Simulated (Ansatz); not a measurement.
Ga₂Te₃⁺, relaxed as a doublet with UKS r2SCAN-D4/def2-SVP in Ansatz, starting from the GFN1-xTB geometry. Force threshold 0.02 eV/Å.

In the def2 sets Te takes a core potential; there is no spin–orbit coupling. Another isomer (doublet) lies 0.21 eV lower at PBE0-D4/def2-TZVP; other spin states weren't run for this one.

Start:

```xyz
5

Ga   -0.848    2.537    1.868
Ga    0.246   -0.580   -0.030
Te   -0.413    0.238   -2.358
Te    0.305    0.078    2.371
Te    0.709   -2.274   -1.851
```

```tsv
step	energy (eV)	largest force component (eV/Å)	SCF passes
1	-126627.3945	1.055	26
2 (rejected)	-126627.2758	2.011	29
3	-126627.4661	0.119	25
4	-126627.4696	0.099	23
5	-126627.4703	0.006	25
```

Force components are those of the run's own axes.

End:

Cartesian coordinates in Å:
```
Ga -0.838 2.499 1.787
Ga 0.230 -0.515 0.037
Te -0.415 0.224 -2.384
Te 0.331 0.017 2.400
Te 0.693 -2.224 -1.839
```

By distances, no bond broke or formed. The bond that changes most is Ga2–Te4, from 2.49 to 2.42 Å (atoms count from 1).

No frequencies were taken in this run, so the end may be a saddle point.

It took 24 s on 4 threads of Arm Neoverse V2 on a shared host.
